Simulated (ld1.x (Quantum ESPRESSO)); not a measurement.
# Before and after: PAW potential for gallium

gallium (Ga), PAW, made with ld1.x (Quantum ESPRESSO) 7.5 (PBEsol, scalar-relativistic). Core [Ar], reference 3d10 4s1.5 4p1.5. Waves: 4s (bound): rcut 1.40, rcutus 1.65 bohr; 4s channel at -0.4 Ry: rcut 1.40, rcutus 1.65 bohr; 4p (bound): rcut 1.55, rcutus 1.95 bohr; 4p channel at 0.25 Ry: rcut 1.55, rcutus 1.95 bohr; 3d (bound): rcut 1.10, rcutus 1.25 bohr; 3d channel at -1.05 Ry: rcut 1.10, rcutus 1.25 bohr. Local part: all-electron potential smoothed inside 1.25 bohr (lloc = -2). Core correction: Bessel-smoothed model core inside 0.85 bohr. Augmentation charge: PSQ, radius 0.85 bohr.

Change: augmentation PSQ, inside the norm-conserving radii.

Cutoffs: the cutoffs (Ry, on a coarse ladder) from which the occupation-weighted sum of valence levels, in a spherical-Bessel basis at the reference potential, stays within 10 and 1 mRy of its value at 400 Ry; they do not see the model core or the augmentation charge, which bear on the density cutoff. Errors are all-electron minus pseudo energies relative to the spin-unpolarised reference configuration.

Q: Predict the effect on cutoff, ghosts and configuration errors.

A: The potential gets neither clearly harder nor softer (90 Ry and 160 Ry → 90 Ry and 160 Ry); the errors of the 7 common tests hardly move; neither file shows a bound ghost.

```tsv
quantity	base	changed
cutoff, loose	90 Ry	90 Ry
cutoff, tight	160 Ry	160 Ry
bound ghosts	none	none
error for 3d10 4s2 4p1, meV [ΔE -3.24 eV]	+0.2	+0.2
error for 3d10 4s2 4p0, meV [ΔE 2.44 eV]	-0.4	-0.5
error for 3d10 4s1 4p0, meV [ΔE 23.58 eV]	-3.5	-3.7
error for 3d10 4s0 4p3, meV [ΔE 10.15 eV]	-1.8	-1.8
error for 3d9 4s2 4p1, meV [ΔE 24.47 eV]	-199	-198
error for 3d9 4s0 4p0, meV [ΔE 118.54 eV]	-350	-348
error for 3d9 4s2 4p2, meV [ΔE 17.08 eV]	-193	-192
s: phases at 2.14 bohr within 0.05 rad from the reference energy up to (Ry; the scan ends near 5)	0.5	0.5
p: phases at 2.14 bohr within 0.05 rad from the reference energy up to (Ry; the scan ends near 5)	to the end of the scan	to the end of the scan
d: phases at 2.14 bohr within 0.05 rad from the reference energy up to (Ry; the scan ends near 5)	to the end of the scan	to the end of the scan
lowest overlap eigenvalue by channel	s 0.52, p 0.62, d 1.00	s 0.52, p 0.62, d 1.00
```
